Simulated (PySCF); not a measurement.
# V+ (vanadium, charge +1): BP86 calculation

Configuration: [Ar] 3d4, high-spin 5D determinant. Calculation: PySCF 2.14, in cc-pVDZ (6s5p3d1f, 43 functions); no relativity, point nucleus.

```json
{
 "Total energy": "-943.781 hartree",
 "One-electron energy": "-1291.906 hartree",
 "Hartree (Coulomb) energy": "393.520 hartree",
 "Exchange-correlation energy": "-45.395 hartree",
 "Kinetic energy": "942.58245 hartree",
 "⟨S²⟩": "6.0002",
 "⟨L²⟩": "6.018",
 "Sum of ⟨r⟩": "16.56 bohr",
 "Sum of ⟨r²⟩": "22.80 bohr²",
 "Traceless quadrupole moment −½Σ⟨3z² − r²⟩ along its main axis": "-0.682 e·bohr²",
 "Density at the nucleus (Gaussians lack the cusp)": "8110 bohr⁻³",
 "Spin density at the nucleus": "-0.0519 bohr⁻³",
 "Langevin diamagnetic susceptibility": "-18.1 ×10⁻⁶ cm³/mol",
 "Time after the integrals": "0.68 s of wall time on 1 thread of AMD EPYC 7R43 64-Core Processor (shared host)"
}
```

| shell | electrons | mean orbital energy (hartree) | spread (hartree) | rms radius, mean of both spins (bohr) |
| --- | --- | --- | --- | --- |
| 1s α | 1 | -195.88805 | 0 | 0.0776 |
| 1s β | 1 | -195.88792 | 0 | 0.0776 |
| 2s α | 1 | -21.95863 | 0 | 0.337 |
| 2s β | 1 | -21.91978 | 0 | 0.337 |
| 2p α | 3 | -18.53336 | 0.01405 | 0.305 |
| 2p β | 3 | -18.50346 | 0.02167 | 0.305 |
| 3s α | 1 | -2.67544 | 0 | 1.04 |
| 3s β | 1 | -2.55731 | 0 | 1.04 |
| 3p α | 3 | -1.75398 | 0.02053 | 1.12 |
| 3p β | 3 | -1.63600 | 0.05138 | 1.12 |
| 3d α | 4 | -0.36323 | 0.03286 | 1.75 |
